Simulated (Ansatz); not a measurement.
Cost and result for the atomization energy of C3H10BNSi, SMILES `BN(C=C)[SiH2]C` (16 atoms, 15 bonds).

Cartesian coordinates in Å:
```
B -0.653 2.064 -0.616
N -0.410 0.682 -0.507
C 0.114 -0.018 -1.605
C 0.376 -1.320 -1.665
Si -0.711 -0.163 1.022
C 0.886 -0.626 1.861
H -1.093 2.658 0.323
H -0.407 2.616 -1.650
H 0.305 0.616 -2.466
H 0.778 -1.741 -2.577
H 0.195 -2.003 -0.844
H -1.522 -1.377 0.738
H -1.500 0.768 1.860
H 1.454 0.271 2.119
H 0.680 -1.174 2.784
H 1.511 -1.253 1.223
```

Charge 0, multiplicity 1. The geometry is a stationary point of PBE0-D4/def2-TZVP. It is one conformer, not always the lowest. Program: Ansatz. All runs use 4 threads of an Arm Neoverse V2 on a shared host. Times are those of one run each, without the atoms' runs, and a repeat can differ threefold. Electronic energies, without spin–orbit coupling; frozen cores. CCSD(T)/CBS adds CCSD(T) − MP2 in def2-TZVPP to the MP2 limit, and its time is that of the two runs behind it. T1 = 0.012. HSE06 is the plane-wave form, built on full-range PBE exchange.

CCSD(T)/CBS is a level of theory with its own doubt, some kJ/mol a heavy atom from the limit and from the frozen cores, so smaller differences don't rank the functionals.

```csv
level,functions,wall time,atomization (kJ/mol),difference from CCSD(T)/CBS,per bond
revPBE-D4/def2-TZVPP,337,3.6 s,6108.4,-18.2,-1.2
PBE-D4/def2-TZVPP (with forces),337,4.4 s,6235.2,108.6,7.2
HSE06-D4/def2-TZVPP,337,6 s,6163.0,36.4,2.4
CAM-B3LYP-D4/def2-TZVPP,337,6.5 s,6184.5,57.9,3.9
r2SCANh-D4/def2-TZVPP,337,9.5 s,6123.5,-3.1,-0.2
B2PLYP/def2-TZVPP,337,12 s,6087.4,-39.2,-2.6
PBE-QIDH/def2-TZVPP,337,12 s,6109.6,-17.0,-1.1
ωB97X-V/def2-TZVPP,337,14 s,6154.9,28.3,1.9
CCSD(T)/def2-SVP,138,18 s,5836.8,-289.8,-19.3
ωB97M-V/def2-TZVPP (with forces),337,21 s,6162.8,36.2,2.4
MP2/def2-QZVPP,655,50 s,6132.3,5.7,0.4
CCSD(T)/def2-TZVPP,337,28 min,5983.2,-143.4,-9.6
CCSD(T)/CBS(def2),–,29 min,6126.6,0.0,0.0
```

In def2-TZVPP, CCSD(T) changes the Hartree–Fock value by +1371.6 kJ/mol (the triples alone add +79.2 kJ/mol) and MP2 by +1435.5 kJ/mol; breaking electron pairs costs correlation energy, which Hartree–Fock lacks. At CCSD(T), def2-SVP lies −289.9 kJ/mol from the extrapolated value and def2-TZVPP −143.4 kJ/mol: correlation converges slowly with the basis, and small sets miss more of it in the bonded molecule than in its fragments. The D4 term adds +59.2 kJ/mol with B3LYP and +31.6 kJ/mol with PBE0; it sums over pairs of atoms, weighted by their polarisabilities, and B3LYP, whose exchange is more repulsive, gets the larger term.

B3LYP here is the variant with VWN-RPA as its local correlation; programs differ in this.
